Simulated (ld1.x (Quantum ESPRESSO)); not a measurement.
## Plane-wave convergence, RRKJ potential for C

C, norm-conserving RRKJ (Kleinman–Bylander form), made with ld1.x (Quantum ESPRESSO) 7.5 (BLYP, scalar-relativistic). Core [He], reference 2s2 2p2. Waves: 2s (bound): rc 1.00 bohr; 2p (bound): rc 1.92 bohr. Local part: the p channel. Core correction: Bessel-smoothed model core, default radius (core density twice the valence density). rho0 = 0.005.

The pseudo-atom Hamiltonian at the reference potential is diagonalised in spherical Bessel functions j_l(qr) that vanish at 20 bohr, with q² up to the cutoff. All-electron valence levels (Ry): 2s -1.0004, 2p -0.3850.

Task: How do the lowest levels (Ry) of each channel move with the cutoff, and are there ghosts?

Result:

| cutoff (Ry) | s #1 | s #2 | p #1 | d #1 | d #2 | f #1 | f #2 | Σ f·Δε (mRy) |
| --- | --- | --- | --- | --- | --- | --- | --- | --- |
| 8 | -0.8657 | -0.0157 | -0.1663 | 0.0671 | 0.1689 | 0.1140 | 0.2466 | 706.8 |
| 12 | -0.8851 | -0.0165 | -0.2533 | 0.0671 | 0.1689 | 0.1140 | 0.2466 | 494.0 |
| 18 | -0.9227 | -0.0180 | -0.3396 | 0.0671 | 0.1688 | 0.1140 | 0.2466 | 246.0 |
| 25 | -0.9505 | -0.0190 | -0.3768 | 0.0671 | 0.1688 | 0.1140 | 0.2466 | 116.2 |
| 35 | -0.9782 | -0.0200 | -0.3847 | 0.0671 | 0.1688 | 0.1140 | 0.2466 | 45.1 |
| 40 | -0.9860 | -0.0203 | -0.3848 | 0.0671 | 0.1688 | 0.1140 | 0.2466 | 29.0 |
| 50 | -0.9935 | -0.0206 | -0.3849 | 0.0671 | 0.1688 | 0.1140 | 0.2466 | 14.0 |
| 60 | -0.9965 | -0.0207 | -0.3849 | 0.0671 | 0.1688 | 0.1140 | 0.2466 | 7.9 |
| 80 | -0.9990 | -0.0208 | -0.3850 | 0.0671 | 0.1688 | 0.1140 | 0.2466 | 2.8 |
| 100 | -1.0000 | -0.0209 | -0.3850 | 0.0671 | 0.1688 | 0.1140 | 0.2466 | 0.9 |
| 120 | -1.0003 | -0.0209 | -0.3850 | 0.0671 | 0.1688 | 0.1140 | 0.2466 | 0.2 |
| 400 | -1.0004 | -0.0209 | -0.3850 | 0.0671 | 0.1688 | 0.1140 | 0.2466 | 0.0 |

Result: no extra level below or beside the all-electron valence levels (s, p, d, f tested); 10 mRy is reached at 60 Ry and 1 mRy at 100 Ry.

Its largest configuration-test error is +470 meV.
